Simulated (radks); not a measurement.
All-electron atom: the samarium ion Sm+ in [Xe] 4f6 6s1.

Method: Dirac Kohn-Sham, PBE, spin-unpolarised, spherical densities, point nucleus; open shells fill j = l - 1/2 first; computed with a radial shooting solver on a logarithmic mesh with Libxc functionals.

Energy parts (hartree):
| part | energy |
|---|---|
| total | -10434.3554 |
| kinetic | 11315.4671 |
| electron-nucleus | -25555.9070 |
| Hartree | 4042.3404 |
| exchange-correlation | -236.2558 |

Orbitals (lengths in bohr, moments of r in powers of bohr; r(90%) holds 90 % of the orbital's charge):
| orbital | occ. | eigenvalue (hartree) | <r^4> | r(90%) | <r> |
|---|---|---|---|---|---|
| 1s1/2 | 2 | -1713.974 | 1.317e-06 | 0.0411 | 0.02274 |
| 2s1/2 | 2 | -280.1146 | 0.0002113 | 0.150 | 0.09648 |
| 2p1/2 | 2 | -265.4997 | 0.0001315 | 0.133 | 0.08073 |
| 2p3/2 | 4 | -243.3444 | 0.0001696 | 0.142 | 0.08736 |
| 3s1/2 | 2 | -61.52982 | 0.008327 | 0.374 | 0.2545 |
| 3p1/2 | 2 | -55.24518 | 0.007628 | 0.367 | 0.2442 |
| 3p3/2 | 4 | -50.75901 | 0.009233 | 0.385 | 0.2569 |
| 3d3/2 | 4 | -39.86922 | 0.006798 | 0.357 | 0.2286 |
| 3d5/2 | 6 | -38.89495 | 0.007213 | 0.362 | 0.2326 |
| 4s1/2 | 2 | -12.39682 | 0.2090 | 0.832 | 0.5792 |
| 4p1/2 | 2 | -9.98818 | 0.2407 | 0.864 | 0.5934 |
| 4p3/2 | 4 | -9.00424 | 0.2910 | 0.906 | 0.6223 |
| 4d3/2 | 4 | -5.04360 | 0.4317 | 1.00 | 0.6651 |
| 4d5/2 | 6 | -4.86794 | 0.4594 | 1.02 | 0.6755 |
| 5s1/2 | 2 | -1.81081 | 7.483 | 2.04 | 1.411 |
| 5p1/2 | 2 | -1.16792 | 12.99 | 2.34 | 1.593 |
| 5p3/2 | 4 | -1.03838 | 16.49 | 2.48 | 1.689 |
| 4f5/2 | 6 | -0.31813 | 6.779 | 1.77 | 1.002 |
| 6s1/2 | 1 | -0.30901 | 444.0 | 5.68 | 3.915 |
| 4f7/2 | 0 | -0.29835 | 7.657 | 1.81 | 1.022 |

The highest occupied level is 6s1/2 at -8.409 eV. The density falls to 0.001 e/bohr^3 at r = 4.54 bohr. For comparison, the ionisation energy in NIST's Atomic Spectra Database is 11.08 eV (semi-empirical). In exact Kohn-Sham theory the highest level is minus the ionisation energy, but local and semilocal functionals leave it too shallow, through self-interaction and a potential that decays too fast; potentials with the right tail come closer.

Beside tabulated values, note that spin-unpolarised runs miss the spin-polarisation part of the exchange energy of open shells.
